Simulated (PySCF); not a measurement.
Ionisation energy of K by level of theory

K [Ar] 4s1 (2S) → K⁺ [Ar] (1S), as a difference of total energies. Computed with PySCF 2.14 in aug-cc-pwCVTZ-X2C with one added diffuse shell each of s, p, d, f type (10s9p7d4f, 100 functions), with scalar relativity by spin-free X2C-1e. Correlated levels: valence and next inner shell: [Ne] frozen. The calculations carry no spin-orbit coupling.

| method | ionisation energy (eV) | error (eV) |
| --- | --- | --- |
| UHF | 4.023 | -0.318 |
| MP2 (valence and next inner shell) | 4.301 | -0.040 |
| SCS-MP2 (valence and next inner shell) | 4.244 | -0.097 |
| CCSD (valence and next inner shell) | 4.299 | -0.042 |
| CCSD(T) (valence and next inner shell) | 4.322 | -0.019 |

Reference: 4.341 eV (measured; NIST Atomic Spectra Database, ionization energies).

Errors of the correlated levels include the incompleteness of this basis and the frozen core.
